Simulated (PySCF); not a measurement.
Geometry:
| atom | x (Å) | y (Å) | z (Å) |
| --- | --- | --- | --- |
| O1 | 3.042 | 0.247 | 1.245 |
| C2 | 2.545 | -0.299 | 0.296 |
| C3 | 1.187 | -0.046 | -0.239 |
| C4 | 0.609 | 1.266 | 0.186 |
| C5 | -0.644 | 1.607 | -0.075 |
| C6 | -1.592 | 0.676 | -0.772 |
| C7 | -1.729 | -0.645 | 0.006 |
| Si8 | -0.029 | -1.436 | 0.348 |
| Cl9 | 0.232 | -1.827 | 2.300 |
| H10 | 3.091 | -1.096 | -0.251 |
| H11 | 1.212 | -0.119 | -1.330 |
| H12 | 1.273 | 1.917 | 0.735 |
| H13 | -1.024 | 2.570 | 0.230 |
| H14 | -2.572 | 1.144 | -0.874 |
| H15 | -1.221 | 0.458 | -1.778 |
| H16 | -2.375 | -1.324 | -0.550 |
| H17 | -2.235 | -0.440 | 0.951 |
| H18 | 0.223 | -2.644 | -0.441 |

PySCF 2.14.0 with density-fitted response routines calculation with PBE0/pcSseg-1 with gauge-including orbitals and GFN2-xTB geometry; in vacuum, no relativistic terms, one computed conformer.

Problem. List the cross peaks expected in HSQC, COSY and HMBC spectra.

Solution. 

HSQC (one-bond C–H):
| δH | δC |
| --- | --- |
| 10.07 (H10) | 198.6 (C2) |
| 6.80 (H12) | 132.2 (C4) |
| 6.48 (H13) | 139.8 (C5) |
| 2.97 (H11) | 52.7 (C3) |
| 2.49 (H14) | 25.4 (C6) |
| 1.79 (H15) | 25.4 (C6) |
| 1.40 (H16) | 18.7 (C7) |
| 0.84 (H17) | 18.7 (C7) |

COSY cross peaks (H two or three bonds apart, from the bond graph; peaks can be absent where the dihedral angle is near 90°):
| δH | δH |
| --- | --- |
| 10.07 (H10) | 2.97 (H11) |
| 6.80 (H12) | 6.48 (H13) |
| 6.80 (H12) | 2.97 (H11) |
| 6.48 (H13) | 2.49 (H14) |
| 6.48 (H13) | 1.79 (H15) |
| 5.58 (H18) | 2.97 (H11) |
| 5.58 (H18) | 1.40 (H16) |
| 5.58 (H18) | 0.84 (H17) |
| 2.49 (H14) | 1.79 (H15) |
| 2.49 (H14) | 1.40 (H16) |
| 2.49 (H14) | 0.84 (H17) |
| 1.79 (H15) | 1.40 (H16) |
| 1.79 (H15) | 0.84 (H17) |
| 1.40 (H16) | 0.84 (H17) |

HMBC (two and three bonds, from the bond graph):
| δH | δC |
| --- | --- |
| 10.07 (H10) | 132.2 (C4), 52.7 (C3) |
| 6.80 (H12) | 198.6 (C2), 139.8 (C5), 52.7 (C3), 25.4 (C6) |
| 6.48 (H13) | 132.2 (C4), 52.7 (C3), 25.4 (C6), 18.7 (C7) |
| 5.58 (H18) | 198.6 (C2), 132.2 (C4), 52.7 (C3), 25.4 (C6), 18.7 (C7) |
| 2.97 (H11) | 198.6 (C2), 139.8 (C5), 132.2 (C4), 18.7 (C7) |
| 2.49 (H14) | 139.8 (C5), 132.2 (C4), 18.7 (C7) |
| 1.79 (H15) | 139.8 (C5), 132.2 (C4), 18.7 (C7) |
| 1.40 (H16) | 139.8 (C5), 52.7 (C3), 25.4 (C6) |
| 0.84 (H17) | 139.8 (C5), 52.7 (C3), 25.4 (C6) |

References, each an isolated molecule treated in the same way: TMS for 1H and 13C.

Short H···H contacts in this conformer between protons four or more bonds apart (candidates for NOE cross peaks, intensity ∝ r⁻⁶): H11···H15 2.54 Å.

Shifts are as computed. Against solution values, carbons near 30 ppm lie about +3 ppm off and those near 130 ppm about +5 ppm. Of 1309 compounds with measured shifts, 239 miss one by over three times the rms of a fit or turn the order of signals round; such compounds aren't used in these exercises.
